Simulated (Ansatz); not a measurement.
**A rate constant, worked out**

An elementary step of SnH$_{3}$Cl, closed shell (SnH₃Cl ([Cl][SnH3]) → SnH₂ + HCl (still joined by a long Sn–Cl bond); Sn–Cl, Sn–H broken or loosened, Cl–H formed or tightened). The start structure is the reactant molecule, and the electronic barrier above it is 2.174 eV by CCSD(T) at an estimated basis limit (MP2 extrapolated from triple and quadruple zeta, plus CCSD(T) − MP2 in triple zeta). Computed with Ansatz 0.2.0 (basis: def2-TZVPP and def2-QZVPP); correlated methods freeze the cores. Filled d shells of the heavier atoms are correlated. Core potentials replace the inner electrons of the atoms past krypton. The def2 sets are not built for correlating such inner shells, so the correlated values are less sure here. Extrapolation: Hartree–Fock as exp(−7.88 √X), correlation as X^−2.97. Harmonic wavenumbers at PBE0-D4/def2-TZVP (Ansatz 0.2.0), in cm⁻¹:

Start: 371, 488, 488, 702, 705, 706, 1970, 1978, 1978.

Saddle: 985i, 237, 387, 536, 584, 775, 1537, 1874, 1887.

(1) Work out the transition-state-theory rate constant at 300 K from these numbers alone (harmonic vibrations; rotation, path degeneracy and anharmonicity left out), and the Wigner tunnelling factor. Use 1 cm⁻¹ = 1.2398 × 10⁻⁴ eV and k_B = 8.617 × 10⁻⁵ eV/K.

No T1 diagnostic of these runs exceeds 0.016. The restricted Hartree–Fock reference is unstable towards an unrestricted one at one or more of these structures.

Answers

(1) Zero-point energies, half the sums: start 9386/2 cm⁻¹ = 0.5819 eV; saddle, real modes only, 7817/2 cm⁻¹ = 0.4846 eV.
Barrier with zero-point energy: 2.174 + 0.4846 − 0.5819 = 2.0767 eV.
k_BT = 0.02585 eV, so the barrier is 80.33 k_BT.
Vibrational partition functions from the zero-point level, ln q = −Σ ln(1 − exp(−hν/k_BT)): start 0.492, saddle 0.725.
k = (k_BT/h) exp(ln q‡ − ln q) exp(−E0/k_BT), with log₁₀(k_BT/h in s⁻¹) = 12.80: log₁₀ k = 12.80 + (0.233 − 80.33)/2.3026 = -21.99, so k ≈ 1 × 10^(-22) s⁻¹.
Wigner factor: 1 + (hν‡/k_BT)²/24 = 1 + (4.72)²/24 = 1.93, too large for this simple formula to be trusted. A change of 1 kcal/mol (0.043 eV) in the barrier would change k by a factor of 5.4 at this temperature.

Losses and insertions of silylenes and their heavier kin drive the gas-phase chemistry of silicon and germanium vapour deposition.

Labels in which every atom is bracketed show which atoms are joined, not bond orders.

For scale, one of the runs: CCSD(T)/def2-TZVPP, 134 basis functions, launched by `ansatz run in.yaml --threads 2 --pin off --events-out ev --progress --plain --max-ram 4352MiB`. The run took 16 s on 2 CPU threads of an Arm Neoverse V1 (shared host), with 0.75 GiB of host memory at its peak.
